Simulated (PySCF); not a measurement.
Compound: C7H5FO2.
Bonds: C1–C2 (double), C2–C3, C3–C4 (aromatic), C4–C5 (aromatic), C5–O6 (aromatic), O6–C7 (aromatic), C7–C8, C8–O9 (double), C8–F10, C3–C7 (aromatic). Hydrogens: H11, H12 on C1; H13 on C2; H14 on C4; H15 on C5.

NICS = −σ at a ghost point: NICS(0) at the centroid of the ring atoms, NICS(1) 1 Å to either side along the normal of their mean plane, zz for the tensor component along that normal. Level: GIAO PBE0/pcSseg-1 (PySCF, non-relativistic, gas phase) on the GFN2-xTB geometry, one conformer.

Ring bond lengths (Å), with Mayer bond orders in brackets: C3–C4 1.418 (1.29), C4–C5 1.364 (1.56), C5–O6 1.330 (1.14), O6–C7 1.355 (0.99), C7–C3 1.395 (1.38).

Problem. Give the NICS values of each ring in ppm.

Solution. 
```csv
ring,type,NICS(0),"NICS(1), two faces","NICS(1)zz, two faces",rms pucker (Å),"centre to ring atoms, mean (Å)"
C3–C4–C5–O6–C7,5-membered ring with O; formal bonds all aromatic,-10.6,-9.7 / -9.7,-23.0 / -23.0,0.00,1.17
```

Problem. What can be read from them?

Solution. 
- C3–C4–C5–O6–C7: mean NICS(1)zz -23.0 ppm, shielded, aromatic by this magnetic criterion (flat ring, no four-coordinate atom).

Problem. What does the geometric index give? HOMA = 1 − mean of α(R − Ropt)² over the ring bonds, with Krygowski's 1993 parameters (CC: Ropt 1.388 Å, α 257.7 Å⁻²; CO: Ropt 1.265 Å, α 157.38 Å⁻²).

Solution. 
- C3–C4–C5–O6–C7: HOMA 0.54; the largest term is that of O6–C7, α(R − Ropt)² = 1.27.

Problem. How shielded are the nuclei of the rings and their hydrogens (means over atoms taken as equivalent)?

Solution. 
```tsv
atoms	environment	σ isotropic (ppm)	principal values of the symmetric part, first atom (ppm)
C3	substituted aromatic carbon	39.1	-32.4, 1.7, 148.2
C4	aromatic CH carbon	71.0	-13.3, 64.9, 161.4
C5	aromatic CH next to a ring oxygen	33.3	-49.9, 40.6, 109.2
O6	furan-type oxygen	34.9	-114.1, -27.0, 245.9
C7	substituted aromatic carbon	46.3	-7.8, 47.6, 99.0
H14	aromatic hydrogen	24.59	21.8, 25.0, 27.0
H15	aromatic hydrogen	24.11	21.0, 25.4, 26.0
```

Conformer computed: `[CH2:1]=[CH:2][c:3]1[cH:4][cH:5][o:6][c:7]1[C:8](=[O:9])[F:10]`: C1–C2–C3–C4 0°, O6–C7–C8–O9 180°.
